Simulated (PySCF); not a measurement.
Br₂⁻ at PBE0

Computed with PBE0; PySCF, scalar-relativistic core potentials, basis sets Br aug-cc-pVDZ-PP with ECP10.

| Item | Value |
| --- | --- |
| state | doublet, unpaired electrons σ ↑ |
| bond length | 2.896 Å |
| harmonic wavenumber | 139 cm⁻¹ |
| force constant | 0.451 mdyn/Å |
| rotational constant Be | 0.05095 cm⁻¹ |
| anharmonicity ωexe | 0.810 cm⁻¹ |
| vibration–rotation constant αe | 0.000326 cm⁻¹ |
| well depth De to Br + Br⁻ | 34.5 kcal/mol |
| dissociation energy D0 | 34.3 kcal/mol |
| bond order (Mayer) | 0.46 |

Spin–orbit coupling is left out. The state was picked by a PBE0 search and need not be the measured ground state.
